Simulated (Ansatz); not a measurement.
Total energies of SnEt2Ph2 (C₁₆H₂₀Sn) from Ansatz at PBE-D4/def2-TZVP, gas phase (1 Eh = 27.2114 eV = 2625.5 kJ/mol). The reference geometry is relaxed at PBE-D4/def2-SVP.

```json
{"state": "charge 0 singlet", "geometry": "reference", "energy (Eh)": "-835.45429"}
{"state": "charge 1 doublet", "geometry": "reference", "energy (Eh)": "-835.17079"}
{"state": "charge 1 doublet", "geometry": "relaxed at PBE-D4/def2-SVP", "energy (Eh)": "-835.17702"}
{"state": "charge -1 doublet", "geometry": "reference", "energy (Eh)": "-835.44003"}
{"state": "free Sn atom (triplet)", "geometry": "–", "energy (Eh)": "-214.24935"}
{"state": "free C atom (triplet)", "geometry": "–", "energy (Eh)": "-37.79597"}
{"state": "free H atom (doublet)", "geometry": "–", "energy (Eh)": "-0.49962"}
```

In the def2 sets Sn takes a core potential; there is no spin–orbit coupling. Single mean-field runs in def2-TZVP are fitted with def2-universal-jkfit.

Task: Work out the vertical ionisation energy to the doublet.

Result: E(charge 1 doublet) − E(charge 0 singlet) = -835.17079 − (-835.45429) = 0.28350 Eh = 7.71 eV. For comparison, −ε of the highest occupied level is 5.80 eV at this level, 1.91 eV less.

Task: Work out the vertical electron affinity, to the doublet.

Result: E(charge 0 singlet) − E(charge -1 doublet) = -835.45429 − (-835.44003) = -0.01426 Eh = -0.39 eV; negative, so the extra electron isn't bound. The basis lacks diffuse functions, which makes affinities too small.

Task: Give the fundamental gap IE − EA, the Mulliken electronegativity (IE + EA)/2 and the hardness (IE − EA)/2.

Result: From the values in Eh: IE − EA = 0.28350 − (-0.01426) = 0.29776 Eh = 8.10 eV; (IE + EA)/2 = 3.66 eV; (IE − EA)/2 = 4.05 eV. The HOMO–LUMO gap of the same run is 4.43 eV, 3.67 eV smaller than the fundamental gap.

Task: How much does the charge 1 doublet relax, and what is the adiabatic ionisation energy?

Result: Relaxation: -835.17079 − (-835.17702) = 0.00623 Eh = 0.17 eV. Adiabatic ionisation energy: 0.27727 Eh = 7.54 eV, without zero-point energy. 

Task: What is the binding energy per atom against free atoms?

Result: Atoms: 1 × (-214.24935) + 16 × (-37.79597) + 20 × (-0.49962) = -828.97727 Eh. Binding: -828.97727 − (-835.45429) = 6.47702 Eh = 176.25 eV, or 4.76 eV for each of 37 atoms (no zero-point energy, no counterpoise term).

At PBE-D4/def2-TZVP the highest occupied level of the charge -1 doublet lies above zero (up to 2.25 eV). By energy differences it is unbound by 0.39 eV (vertical, against the charge 0 singlet, at PBE-D4/def2-TZVP) and held by the finite basis.
